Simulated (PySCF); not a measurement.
A species of formula C9H7FO has this rotational fingerprint, computed with PBE0/pcSseg-1 in PySCF (dipole) on a GFN2-xTB geometry, gas phase:

| Item | Value |
| --- | --- |
| Rotational constants | A = 2509, B = 703.6, C = 552.6 MHz |
| Dipole components | \|μa\| = 5.24 D, \|μb\| = 1.86 D, \|μc\| = 0.27 D |
| Inertial defect | -5.23 u·Å² |
| κ | -0.85 |

Task: Which candidate fits, each taken in the one conformer that was computed?
A. `[CH2:1]=[CH:2][c:3]1[cH:4][cH:5][c:6]([F:7])[c:8](=[O:9])[cH:10][cH:11]1` with C1–C2–C3–C4 160°
B. `[CH2:1]=[CH:2][c:3]1[cH:4][cH:5][cH:6][c:7]([C:8](=[O:9])[F:10])[cH:11]1` with C1–C2–C3–C4 180°, C6–C7–C8–O9 0°

Result: A. It is C=Cc1ccc(F)c(=O)cc1, an asymmetric top, point group C1. The candidates at the same level (rigid rotor, commonest isotopes):

```csv
SMILES,A (MHz),B (MHz),C (MHz),μa (D),μb (D),μc (D),Δ (u·Å²),point group,rotor
C=Cc1ccc(F)c(=O)cc1,2509,703.6,552.6,5.24,1.86,0.27,-5.23,C1,asymmetric top
C=Cc1cccc(C(=O)F)c1,1864,799.2,559.3,3.89,1.30,0.00,0.00,Cs,asymmetric top
```

`C=Cc1cccc(C(=O)F)c1` has A 26 % too low. No structure here is proved a minimum.
